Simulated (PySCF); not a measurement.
Species: ZnBr4 (charge -2 and singlet state).
Bonds: Br1–Zn2, Zn2–Br3, Zn2–Br4, Zn2–Br5.

Level of theory: PBE0-D3(BJ)/def2-SVP geometry optimisation, gas phase in PySCF 2.14.0.

**Question.** How far are the bound atoms from Zn2?

**Answer.** 4 atoms: Br4 2.476 Å, Br1 2.478 Å, Br5 2.482 Å, Br3 2.485 Å.

**Question.** List the angles at Zn2.

**Answer.** 
```csv
angle,degrees,distance of the outer atoms (Å)
Br3–Zn2–Br5,111.1,4.09
Br1–Zn2–Br3,110.3,4.07
Br1–Zn2–Br4,109.8,4.05
Br3–Zn2–Br4,109.2,4.04
Br1–Zn2–Br5,108.2,4.02
Br4–Zn2–Br5,108.2,4.02
```

**Question.** What is the shape at Zn2?

**Answer.** Tetrahedral: angles from 108.2° to 111.1°; τ4 = (360° − α − β)/141° = 0.98 with α and β the two widest (0 for a square, 1 for a tetrahedron).

Charge -2, singlet. Whether so highly charged an anion holds all its electrons in the gas phase wasn't checked; a finite basis holds them in any case. No counter-ion or solvent screens the charge of this multiply charged ion. The geometry's basis has no diffuse functions, a weakness for an anion. No frequency check.
